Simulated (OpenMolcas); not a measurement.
## neutral molybdenum: effect of the basis set

```yaml
Program: OpenMolcas
Method: "SS-CASPT2, IPEA 0.25 Eh, imaginary shift 0.1 Eh (closed shells correlated: 4s 4p)"
Active_space: 6 electrons in 6 orbitals (4d 5s)
State_averaging: 2S+1 = 7 even, 1 root; 2S+1 = 5 even, 23 roots kept (CI in the orbitals of an earlier block); 2S+1 = 3 even, 30 roots kept (CI in the orbitals of an earlier block); 2S+1 = 1 even, 1 root kept (CI in the orbitals of an earlier block, 0 in the spin-orbit step)
Spin-orbit_coupling: RASSI with atomic mean-field integrals over the reference wave functions, term energies averaged over their components
```

A. ANO-R1 [6s4p3d1f], X2C, finite nucleus; CASPT2 step of the order of 9 core-seconds
B. ANO-RCC-VDZP [6s5p3d1f], DKH2, point nucleus; CASPT2 step of the order of 10 core-seconds
C. ANO-R2 [7s5p4d2f1g], X2C, finite nucleus; CASPT2 step about 13 core-seconds
D. ANO-RCC-VTZP [7s6p4d2f1g], DKH2, point nucleus; CASPT2 step of the order of 16 core-seconds
E. ANO-R3 [8s6p5d3f2g1h], X2C, finite nucleus; CASPT2 step roughly 40 core-seconds
F. ANO-RCC-VQZP [8s7p5d3f2g1h], DKH2, point nucleus; CASPT2 step roughly 70 core-seconds

Energies in cm⁻¹ above 4d⁵ 5s ⁷S₃, the measured ground level; measured values from NIST Handbook of Basic Atomic Spectroscopic Data.

| Level | A | B | C | D | E | F | Measured |
| --- | --- | --- | --- | --- | --- | --- | --- |
| 4d⁵ 5s ⁷S₃ | 0.0 | 0.0 | 0.0 | 0.0 | 0.0 | 0.0 | 0.0 |
| 4d⁵ 5s ⁵S₂ | 13250 | 12470 | 10870 | 10960 | 9990 | 10010 | 10768 |
| 4d⁴ 5s² ⁵D₀ | 13460 | 13140 | 11920 | 11890 | 11600 | 11590 | 10966 |
| 4d⁴ 5s² ⁵D₁ | 13550 | 13230 | 12000 | 11980 | 11680 | 11680 |  |
| 4d⁴ 5s² ⁵D₂ | 13740 | 13400 | 12180 | 12150 | 11850 | 11850 |  |
| 4d⁴ 5s² ⁵D₃ | 14010 | 13640 | 12420 | 12400 | 12100 | 12100 |  |
| 4d⁴ 5s² ⁵D₄ | 14370 | 13980 | 12760 | 12730 | 12440 | 12430 |  |
| 4d⁵ 5s ⁵G₄ | 20740 | 20480 | 18720 | 18770 | 17880 | 17900 |  |
| 4d⁵ 5s ⁵G₅ | 20740 | 20480 | 18720 | 18770 | 17880 | 17900 |  |
| 4d⁵ 5s ⁵G₃ | 20740 | 20480 | 18720 | 18770 | 17880 | 17900 |  |
| 4d⁵ 5s ⁵G₂ | 20740 | 20480 | 18720 | 18770 | 17880 | 17900 | 16641 |
| 4d⁵ 5s ⁵G₆ | 20740 | 20480 | 18720 | 18770 | 17880 | 17900 |  |
| 4d⁵ 5s ⁵P₁ [68 %] | 22490 | 21920 | 21100 | 21070 | 20380 | 20400 |  |
| 4d⁵ 5s ⁵D₀ | 23520 | 22460 | 20330 | 20370 | 19600 | 19560 |  |
| 4d⁵ 5s ⁵D₁ [68 %] | 23720 | 22790 | 20150 | 20170 | 19420 | 19400 |  |
| 4d⁵ 5s ⁵D₄ | 24010 | 23020 | 20890 | 20930 | 20170 | 20130 |  |
| 4d⁵ 5s ³P₁ [72 %] | 26640 | 25750 | 24120 | 24160 | 23280 | 23280 |  |
| 4d⁵ 5s ³P₂ [52 %] | 26750 | 25830 | 24250 | 24270 | 23420 | 23420 |  |
| 4d⁵ 5s ³P₀ | 26820 | 25980 | 24280 | 24350 | 23420 | 23430 |  |
| 4d⁵ 5s ³G₃ | 27050 | 26330 | 24240 | 24260 | 23210 | 23140 |  |
| 4d⁵ 5s ³G₄ | 27100 | 26370 | 24280 | 24300 | 23250 | 23180 |  |
| 4d⁵ 5s ³G₅ | 27170 | 26430 | 24330 | 24350 | 23300 | 23240 |  |
| 4d⁵ 5s ³D₃ | 27720 | 26880 | 25480 | 25430 | 24710 | 24700 |  |
| 4d⁵ 5s ³D₁ [72 %] | 28140 | 27290 | 25810 | 25790 | 25030 | 25020 |  |

Deviations, from unrounded energies. A percentage is the sum of absolute deviations over the sum of measured energies, with the sign that they share, or ± where signs differ.

```
                        Against measurement  Levels      A      B     C     D     E     F
             mean absolute deviation (cm-1)       3   3000   2600  1000  1100   880   880
other terms of the ground configuration (%)       2  +24.0  +20.2  +8.0  +8.5  ±7.4  ±7.4
                   other configurations (%)       1  +22.7  +19.9  +8.7  +8.5  +5.7  +5.7
```

E, F lie about equally close to measurement and A furthest from it. The largest miss of F in the table is 4d⁵ 5s ⁵G₂, by +1300 cm-1. The ranking rests on the paired levels alone, and a cruder setting can come out closer through cancelling errors.

The two smallest mean deviations differ by little beside CASPT2's spread within terms, so their order carries little weight.

Among A to F the level of the table that moves most is 4d⁵ 5s ⁵D₁ [68 %], by 4300 cm-1 (lowest in F, highest in A). Moves below CASPT2's spread within the term are not significant.

CASPT2 breaks the degeneracy within a term, and the mean is taken; among the terms shown or strongly mixed into the levels shown the widest spread is 460 cm-1 (4d⁵ 5s ³G, F). Some high roots are left out of the spin-orbit mixing, which shifts the levels that they would mix with. Terms from blocks run as CI alone lack orbitals of their own. Configurations are named by rounded mean occupations; where the s occupation lies near a half they are strongly mixed, a name can repeat and a true partner stay unpaired. A single d shell beside an s shell can misplace configurations of different d count against each other. The CASPT2 spread within a term exceeds the gap to the next term for 4d⁵ 5s ³G and 4d⁵ 5s ³P, so the order of their levels is uncertain (figures for A; the like holds for B, D). Some terms miss by over 15 % even with CASPT2, which points to a basis or an active space too small for the shells correlated (holds for A; B). Measured partners are found by configuration, term and J. A level has none where our copy of the source lacks it or the pairing is in doubt (some pairs that miss far off the trend of their configuration count as doubtful), and it then counts in no deviation. Levels of configurations outside the active space are missing. Levels that lie high or do not pair safely by name in every column are left out.

A share in square brackets marks a mixed level and gives the weight of the term that names it, the lowest over the columns.
